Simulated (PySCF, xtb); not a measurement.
C5H5BO, SMILES C#CB(C#C)OC.

GFN2-xTB in xtb 6.7.1 at its own geometry gives an orbital gap of 4.36 eV and a dipole moment of 1.55 D.

Geometry: B3LYP-D3(BJ)/def2-SVP. One conformer was computed; it need not be the lowest.

**Question.** What does PBE/def2-TZVP in PySCF give? (Estimate from the structure and the level; the computed values follow.)

**Answer.** gap 4.19 eV (levels -6.73 and -2.54 eV), dipole 1.41 D.
